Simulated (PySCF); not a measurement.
# Trend along the second period: MO cations

PBE with triple-zeta basis sets in PySCF, for the lowest determinant that a PBE0 search found; no spin–orbit coupling. De refers to high-spin ground-configuration atoms (the charge goes to the atom of lower measured ionisation energy or higher electron affinity, which is not always the lowest computed limit). A positive dipole points towards O; it is taken about the centre of mass and depends on that origin.

| M | basis | charged atom | state (unpaired electrons) | Re (Å) | ωe (cm⁻¹) | De (eV) | μ (D) |
| --- | --- | --- | --- | --- | --- | --- | --- |
| Be | cc-pVTZ | Be+ | doublet (π ↑) | 1.434 | 1231 | 4.17 | -7.22 |
| B | def2-TZVPPD | B+ | singlet (closed shell) | 1.205 | 1864 | 4.66 | -5.44 |
| C | cc-pVTZ | C+ | doublet (σ ↑) | 1.123 | 2200 | 9.37 | -2.55 |
| N | def2-TZVPPD | O+ | singlet (closed shell) | 1.070 | 2363 | 12.02 | -0.33 |
| O | def2-TZVPPD | O+ | doublet (π ↑) | 1.122 | 1931 | 8.04 | n/a |

By what factor does the well depth vary along the series?

At PBE it runs from 4.17 eV (BeO⁺) to 12.02 eV (NO⁺), a factor of 2.88.

The rows differ in basis set, which adds steps of its own.

The state changes along the series, so neighbouring rows are not always alike in their bonding.

For an ion De counts to the pair picked by the measured ionisation energies or electron affinities, which need not be the lowest pair at this level. States were picked by a PBE0 search and need not be the measured ground states.
